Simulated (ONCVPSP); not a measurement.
Before and after: ONCV potential for Zr (Z = 40)

| Property | Result |
| --- | --- |
| Element | Zr (Z = 40) |
| Generator | ONCVPSP 4.0.1 |
| Type | optimised norm-conserving Vanderbilt (ONCV) |
| Functional | PBE |
| Relativity | scalar-relativistic |
| Frozen core | [Ar] 3d10 4s2 |
| Valence charge | 10 |
| Reference configuration | 4p6 4d2 5s2 |
| Partial waves | 5s: rc 3.00 bohr, ncon 5, nbas 10, qcut 2.4 1/bohr, 2 projectors, debl 2.5 Ha; 4p: rc 1.90 bohr, ncon 5, nbas 10, qcut 8.3 1/bohr, 2 projectors, debl 3.8 Ha; 4d: rc 2.30 bohr, ncon 4, nbas 9, qcut 8.1 1/bohr, 2 projectors, debl 3.1 Ha; f scattering state at 0.04 Ha: rc 2.90 bohr, ncon 3, nbas 8, qcut 3.5 1/bohr, 1 projector |
| Local potential | polynomial inside 1.80 bohr (lpopt 5, dvloc0 3 Ha) |
| Core correction | Teter function fitted to the true core (icmod 2), fcfact 0.5 |

Change: local potential polynomial inside 1.25 bohr (lpopt 5, dvloc0 -1 Ha).

Cutoffs: the cutoffs (Ha) at which the residual kinetic energy of the hardest occupied pseudo-wave falls to 1 and 0.1 mHa per electron; they do not see the model core or the augmentation charge, which bear on the density cutoff. Errors are all-electron minus pseudo energies relative to the spin-unpolarised reference configuration.

**Question.** Predict the effect on cutoff, ghosts and configuration errors.

**Answer.** The potential gets neither clearly harder nor softer (20 Ha and 26 Ha → 20 Ha and 26 Ha); a bound ghost appears in s, which as a rule spoils a file; the lowest positive-energy flag moves from s at 43.7 eV to f at 22.6 eV; the number of tests with a reliable result goes from 3 to 4; the errors of the 3 common tests hardly move; the range in which the s phases agree widens (upper end 1.3 → 2.8). In the separable form a ghost depends on how the local part lies against the semilocal potential of the channel, so the choice of the local part can create or remove one.

| quantity | base | changed |
| --- | --- | --- |
| cutoff, loose | 20 Ha | 20 Ha |
| cutoff, tight | 26 Ha | 26 Ha |
| bound ghosts | none | s |
| GHOST(+) flags under 300 eV | s at 43.7 eV | f at 22.6 eV, s at 81.9 eV |
| tests with a reliable result | 3 of 4 | 4 of 4 |
| error for 4p6 4d2 5s1, meV [ΔE 7.14 eV] | -4.1 | -4.4 |
| error for 4p6 4d2 5s0, meV [ΔE 20.08 eV] | -10 | -10 |
| error for 4p6 4d3 5s1, meV [ΔE 1.20 eV] | -33 | -33 |
| s: phases at 3.04 bohr within 0.05 rad from the reference energy up to (Ha; the scan ends near 5) | 1.3 | 2.8 |
| p: phases at 1.93 bohr within 0.05 rad from the reference energy up to (Ha; the scan ends near 5) | to the end of the scan | to the end of the scan |
| d: phases at 2.33 bohr within 0.05 rad from the reference energy up to (Ha; the scan ends near 5) | to the end of the scan | to the end of the scan |
| f: phases at 2.95 bohr within 0.05 rad from the reference energy up to (Ha; the scan ends near 5) | 1.2 | 0.8 |
| rms error of d²Exc/dni dnj with the model core, mHa | 0.61 | 0.61 |

 A true bound ghost makes a file unfit for plane-wave use even where its test errors are small: the radial tests pick states by their node count and pass the ghost by.
